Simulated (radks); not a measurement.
Excited configurations of Pr: one electron is placed in a higher orbital outside [Xe] 4f3 6s1. The ground configuration is [Xe] 4f3 6s2. Calculated with a radial shooting solver on a logarithmic mesh with Libxc functionals: scalar-relativistic Kohn-Sham, r2SCAN, spin-unpolarised, spherical densities, finite nucleus; meta-GGA in the generalised Kohn-Sham scheme; Fermi nuclear charge, rms radius 4.8919 fm. Excitation = E - E(ground); binding = E(ion) - E, where the ion is the core of charge +1; n* = 1/sqrt(2 binding) in atomic units, and the quantum defect is n - n*.

| outer orbital | excitation (eV) | binding (eV) | n* | quantum defect | eigenvalue (eV) | <r> (bohr) |
|---|---|---|---|---|---|---|
| 6p | 2.310 | 3.396 | 2.002 | 3.998 | -1.777 | 5.910 |
| 6d | 4.336 | 1.370 | 3.151 | 2.849 | -0.649 | 11.84 |
| 6f | 5.129 | 0.577 | 4.854 | 1.146 | -0.326 | 30.63 |

The Delta-SCF ionisation energy is 5.706 eV (NIST Atomic Spectra Database: 5.470 eV, semi-empirical). Self-interaction in the functional shifts the binding energies and quantum defects, so they are the method's values and not measured ones. Spin polarisation and multiplet splitting are left out, so open shells lie too high by an amount that depends on their filling. Spin-orbit splitting is averaged out at the scalar-relativistic level.

Beside tabulated values, note that spin-unpolarised runs miss the spin-polarisation part of the exchange energy of open shells.
